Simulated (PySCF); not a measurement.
Computed shifts of a molecule CH4Cl2OSi, B3LYP/pcSseg-1 (PySCF), GIAO, gas phase, atoms alike by connectivity averaged where their shifts nearly agree, in ppm (number of nuclei): ¹³C: 8.9 (1). ²⁹Si: 18.3 (1). ¹H: 3.04 (1), 1.18 (3). References: ¹³C against TMS (σ = 181.3 ppm); ²⁹Si against TMS (σ = 338.7 ppm); ¹⁷O against H2O (σ = 333.8 ppm); ³⁵Cl against HCl (σ = 933.3 ppm); ¹H against TMS (σ = 31.68 ppm), references at their B3LYP-D3(BJ)/def2-TZVP geometries, non-relativistic (without spin–orbit terms, shifts of atoms bonded to Cl or Br come out too high). Geometry optimised at PBE-D3(BJ)/def2-SVP. The values are those of a single conformer.

Question: Which structure fits?
A) CO[SiH](Cl)Cl
B) C[Si](O)(Cl)Cl
C) OC[SiH](Cl)Cl

Answer: B, C[Si](O)(Cl)Cl
